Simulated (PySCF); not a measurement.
Species: BiH2(iPr), C3H9Bi.
Bonds: Bi1–C4, C4–C5, C4–C6. Hydrogens: H2, H3 on Bi1; H7 on C4; H8, H9, H10 on C5; H11, H12, H13 on C6.

Computed with PBE0-D3(BJ)/def2-SVP geometry optimisation, gas phase, def2 core potentials past Kr in PySCF 2.14.0.

Some entries are withheld. Bonds in one row agree within 0.01 Å.

```
            coordinate    value
        Bi1–H2, Bi1–H3  1.800 Å
                Bi1–C4        ?
          C4–C5, C4–C6        ?
                 C4–H7  1.100 Å
C5–H8 and 5 like bonds  1.103 Å
             H2–Bi1–H3        ?
             H2–Bi1–C4    92.4°
             Bi1–C4–C5   109.6°
             Bi1–C4–H7        ?
              C5–C4–C6        ?
              C5–C4–H7   110.0°
              C4–C5–H8   112.3°
              H8–C5–H9   107.8°
```

Fill in the missing values.

- Bi1–C4 = 2.308 Å (ends: bismuth bonded to C and 2 H; carbon bonded to Bi, 2 C and H); 0.07 Å above the sum of covalent radii, 2.24 Å.
- C4–C5, C4–C6 = 1.518 Å (ends: carbon bonded to Bi, 2 C and H; carbon bonded to C and 3 H); equal to the sum of covalent radii, 1.52 Å.
- H2–Bi1–H3 = 90.3°, at the bismuth bonded to C and 2 H; the outer atoms are 2.553 Å apart.
- Bi1–C4–H7 = 104.6°, at the carbon bonded to Bi, 2 C and H; the outer atoms are 2.795 Å apart.
- C5–C4–C6 = 113.0°, at the carbon bonded to Bi, 2 C and H; the outer atoms are 2.532 Å apart.

Radii are Cordero's, carbon taken as 0.76, 0.73 or 0.69 Å for four, three, and two or fewer neighbours.

Whether it is a minimum is left open (no frequencies). The numbers are those of one conformer (H–Bi1–C4–C5 -161° and -71°).
